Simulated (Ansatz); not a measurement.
Isolated molecules relaxed with PBE0-D4/def2-TZVP in Ansatz; ΔE leaves out vibrations. CBS: MP2 limit from def2 TZ/QZ plus the TZ coupled-cluster correction, frozen cores. DFT in def2-TZVPP. B3LYP here is the variant with VWN-RPA as its local correlation; programs differ in this. One conformer a species, not always the lowest.

Reaction (formal exchange of groups at a B–C bond): `BC#CBO` + `CC[SiH3]` → `BCC[SiH3]` + `C#CBO`

```csv
level,ΔE (kcal/mol),difference from CCSD(T)/CBS
PBE-D4,17.3,3.1
PBE0-D4,16.5,2.3
B3LYP-D4,17.8,3.6
B2PLYP,16.8,2.6
PBE,17.8,3.6
PBE0,17.0,2.8
B3LYP,18.6,4.4
HF/def2-TZVPP,18.1,3.9
SCS-MP2/def2-TZVPP,14.1,-0.1
CCSD/def2-TZVPP,14.6,0.4
CCSD(T)/def2-TZVPP,14.4,0.2
HF/def2-QZVPP,18.1,3.9
MP2/def2-QZVPP,13.3,-0.9
SCS-MP2/def2-QZVPP,14.0,-0.2
MP2/CBS(def2),13.3,-0.9
CCSD/CBS(def2),14.4,0.2
CCSD(T)/CBS,14.2,0
```

Largest T1 diagnostic among the species: 0.016.

From PBE to PBE0 (25 % exact exchange), in def2-TZVPP and without D4, ΔE moves by −0.9 kcal/mol. In def2-TZVPP, CCSD(T) changes the Hartree–Fock value by −3.7 kcal/mol (the triples alone add −0.2 kcal/mol) and MP2 by −4.6 kcal/mol.
